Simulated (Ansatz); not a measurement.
System: SnOH$_{2}$, charge 0, singlet. SnOH2 (SMILES [OH][SnH]).
B3LYP-D3(BJ)/def2-TZVP minimum from Ansatz (a quantum-chemistry and plane-wave program):
```xyz
4

Sn    -0.1795    -0.1511     0.1986
H     -1.4685    -0.0117    -1.0540
O      1.1940     0.8084    -0.8902
H      0.8901     1.1020    -1.7557
```

Total energies in def2-TZVPP, 12 correlated electrons, 10 frozen orbitals. Radicals and triplets start from unrestricted determinants; spin-orbit coupling is neglected. Correlated methods leave the cores frozen (noble-gas shells, and filled d and f shells in the p block). Past Kr the def2 sets carry scalar-relativistic core potentials. Spin-orbit terms, left out, reach several kcal/mol for Br and I, and more for heavier atoms.

| method | program | energy (Eh) | minus CCSDT(Q) (mEh) |
|---|---|---|---|
| HF | Ansatz | -289.41618 | 367.25 |
| MP2 | Ansatz | -289.75442 | 29.00 |
| CCSD | Ansatz | -289.76923 | 14.20 |
| CCSD(T) | Ansatz | -289.78211 | 1.32 |
| CCSDT(Q) | Ansatz | -289.78343 | 0.00 |

Rough core times of Ansatz's runs on a shared machine: CCSD(T) under 20 s, CCSDT(Q) 6 min.
